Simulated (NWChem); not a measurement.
Species: MgSiH$_{4}$O$_{2}$; SMILES [OH][Mg][O][SiH3]

```xyz
8

Mg     0.5119     1.1513     0.0000
O      0.6965     2.8979     0.0000
H      0.7993     3.8424     0.0000
O      0.3229    -0.6354     0.0000
Si     0.1514    -2.2616     0.0000
H      0.7880    -2.8810    -1.2090
H     -1.2945    -2.6614     0.0000
H      0.7880    -2.8810     1.2090
```
Atoms are numbered in this order, from 1.

Program: NWChem. Pople sets run with spherical d functions. Geometry: optimised at PBE0/def2-SVP. GIAO values for the isolated, static molecule; σ is the absolute isotropic shielding, δ = σ(reference) − σ with the isolated reference molecule computed at the same levels (1H: tetramethylsilane, 17O: water, 29Si: tetramethylsilane).

### Question
What does the run give for B3LYP/6-311G**? Quantities: σ Mg1 (ppm); δ O2 (ppm); δ H3 (ppm); δ O4 (ppm); δ Si5 (ppm); δ H6 (ppm).

### Answer
```yaml
"σ Mg1 (ppm)": 549.0
"δ O2 (ppm)": -41.3
"δ H3 (ppm)": -0.30
"δ O4 (ppm)": -15.2
"δ Si5 (ppm)": -46.9
"δ H6 (ppm)": 5.26
```
